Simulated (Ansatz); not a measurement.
Stepwise reaction of `[SeH][InH2]` with hydrogen chloride, as a gas-phase model of exchange steps in deposition or etching. ΔE in kJ/mol; ΔG adds harmonic PBE0-D4 terms to CCSD(T)/CBS, at 1 bar.

Isolated molecules relaxed with PBE0-D4/def2-TZVP in Ansatz; ΔE leaves out vibrations. CCSD(T)/CBS adds triple-zeta CCSD(T) − MP2 to the extrapolated MP2 energy (def2 sets, frozen cores). This one scheme is used for every species. Functionals use def2-TZVPP. B3LYP here is the variant with VWN-RPA as its local correlation; programs differ in this. Elements past krypton have def2 core potentials. For In, Se outer-core shells are correlated without core-valence functions, which leaves a few kJ/mol of doubt a bond. Scalar relativity is left out up to krypton. One conformer a species, not always the lowest.

| step | reaction | PBE-D4 | B3LYP-D4 | ωB97M-V | CCSD(T)/CBS | ΔG(400 K) |
| --- | --- | --- | --- | --- | --- | --- |
| 2 | `[Cl][InH][SeH]` + HCl → `[Cl][In]([Cl])[SeH]` + H₂ | -86.1 | -89.1 | -85.9 | -91.0 | -84.9 |

**Question.** Give the row of step 1, `[SeH][InH2]` + HCl → `[Cl][InH][SeH]` + H₂. (Best estimate.)

**Answer.** Ansatz gave: 
```csv
step,reaction,PBE-D4,B3LYP-D4,ωB97M-V,CCSD(T)/CBS,ΔG(400 K)
1,`[SeH][InH2]` + HCl → `[Cl][InH][SeH]` + H₂,-100.7,-103.7,-100.3,-106.3,-100.2
```

**Question.** By hand: ΔE of the 2 steps together at CCSD(T)/CBS.

**Answer.** (-106.3) + (-91.0) = -197.3 kJ/mol, or -98.7 kJ/mol a step.

In ΔE each step is higher than the one before. All are downhill at CCSD(T)/CBS. ΔG lies between -100.2 and -84.9 kJ/mol a step. PBE-D4 differs from CCSD(T)/CBS by 4.9 to 5.6 kJ/mol a step. Isolated molecules leave out the surface, adducts and barriers. Largest T1 diagnostic: 0.013.
